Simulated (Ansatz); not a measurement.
```xyz
11

C    -0.332   -0.263    1.657
Ge    0.010   -0.548   -0.221
C     0.383    0.967   -1.357
F     1.386   -1.609   -0.327
Cl   -1.623   -1.669   -1.066
H    -1.229    0.344    1.786
H    -0.479   -1.226    2.144
H     0.518    0.246    2.114
H    -0.478    1.636   -1.384
H     0.593    0.614   -2.367
H     1.251    1.509   -0.978
```

Total charge 0; spin multiplicity 1.

Task: List the PBE/def2-TZVPP orbital energies in eV (Ansatz 0.2.0). (An estimate is asked.)

Result: The calculation gave: Occupied: -10805.50, -2738.65, -1338.74, -1192.19, -1192.17, -1192.13, -659.06, -269.30, -269.30, -249.22, -189.92, -189.74, -189.74, -163.44, -114.95, -114.89, -114.77, -31.12, -30.76, -30.65, -30.64, -30.63, -28.01, -20.14, -18.00, -17.52, -12.98, -10.90, -10.70, -10.47, -10.34, -9.79, -9.53, -9.43, -8.36, -8.14, -7.62, -7.25. Lowest empty: -0.52, 0.13, 0.21, 0.96, 1.47, 1.71, 2.06, 2.36.
